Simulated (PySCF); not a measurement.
C₃H₉AlO₂.

```xyz
15

Al    -0.0677     0.0811     0.0626
C      1.8099    -0.3183    -0.2654
C      2.8277     0.6226     0.3976
H      1.9560    -0.3375    -1.3617
H      1.9841    -1.3635     0.0520
H      2.7229     0.6278     1.4946
H      2.6954     1.6648     0.0649
H      3.8680     0.3343     0.1683
O     -0.4672     1.4144     1.0510
H     -1.3415     1.7264     1.2969
O     -1.2613    -0.9049    -0.6411
C     -2.6434    -1.0508    -0.7235
H     -2.9594    -2.0395    -0.3413
H     -3.1965    -0.2827    -0.1457
H     -2.9857    -0.9814    -1.7731
```

Geometry: B3LYP-D3(BJ)/def2-SVP. The values are those of a single conformer.

The numbers are results of PBE/pcSseg-1 (PySCF), not measurements. Non-relativistic, no solvent.

Computed absolute GIAO shielding of each atom: isotropic value and principal components (ppm):
```
atom  σ(iso)    σ11    σ22    σ33   span
----  ------  -----  -----  -----  -----
Al1    427.8  375.9  403.0  504.6  128.7
C2     183.4  171.4  175.4  203.4   32.0
C3     168.5  160.6  163.2  181.8   21.2
H4      30.9   26.0   29.8   37.0   10.9
H5      30.9   26.0   29.8   37.0   10.9
H6      30.1   25.8   28.8   35.9   10.1
H7      30.1   25.8   28.8   35.9   10.1
H8      30.0   25.0   27.7   37.4   12.4
O9     296.1  235.6  314.0  338.6  103.0
H10     29.4   21.8   23.3   42.9   21.1
O11    294.5  227.2  321.1  335.0  107.8
C12    124.0   92.7  100.4  178.9   86.1
H13     27.2   23.0   24.7   34.0   11.0
H14     27.1   22.5   25.2   33.6   11.1
H15     27.2   23.0   24.7   34.0   11.0
```
